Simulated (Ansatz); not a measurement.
Program: Ansatz. Geometries: PBE0-D4/def2-TZVP. ΔE: electronic, gas phase. CCSD(T)/CBS adds triple-zeta CCSD(T) − MP2 to the extrapolated MP2 energy (def2 sets, frozen cores). Functionals use def2-TZVPP. B3LYP here is the variant with VWN-RPA as its local correlation; programs differ in this. One conformer a species, not always the lowest.

Reaction (isomerisation): `O=C(O)C[SiH2]F` → `O[Si@@H]1C[C@@H](F)O1`

```tsv
level	ΔE (kJ/mol)
PBE-D4	22.4
r2SCAN-D4	18.3
B3LYP-D4	26.2
CCSD/def2-TZVPP	14.9
MP2/def2-QZVPP	11.6
HF/CBS(def2)	32.3
MP2/CBS(def2)	10.2
CCSD/CBS(def2)	11.5
```

(1) What does CCSD(T)/CBS give? (Best estimate.)

Largest T1 diagnostic among the species: 0.014.

Results:

(1) The calculation gave: +12.9 kJ/mol. The listed levels differ from it by 9.5, 5.4, 13.3, 2.0, -1.3, 19.4, -2.7, -1.4 kJ/mol.

In def2-TZVPP, CCSD(T) changes the Hartree–Fock value by −16.4 kJ/mol (the triples alone add +1.4 kJ/mol) and MP2 by −19.0 kJ/mol. From PBE to PBE0 (25 % exact exchange), in def2-TZVPP and without D4, ΔE moves by −9.4 kJ/mol.
